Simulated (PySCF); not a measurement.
Vertical excitations of a molecule CH₈FNSi₂ from TDA-PBE/def2-SVPD run with PySCF, as energy in eV (oscillator strength): 5.95 (0.016), 6.17 (0.040), 6.30 (0.027), 6.39 (0.021), 6.83 (0.025), 7.08 (0.011), 7.17 (0.016), 7.24 (0.011), 7.36 (0.019), 7.41 (0.012). Lowest triplet (TDA): 5.45 eV. Geometry: B3LYP-D3(BJ)/def2-SVP. The values are those of a single conformer.

Which molecule gave these data?
A. N[Si@H]([SiH3])CF
B. C[SiH2][Si@@H](N)F
C. NC[SiH2][SiH2]F
D. F[SiH2]NC[SiH3]

B, C[SiH2][Si@@H](N)F
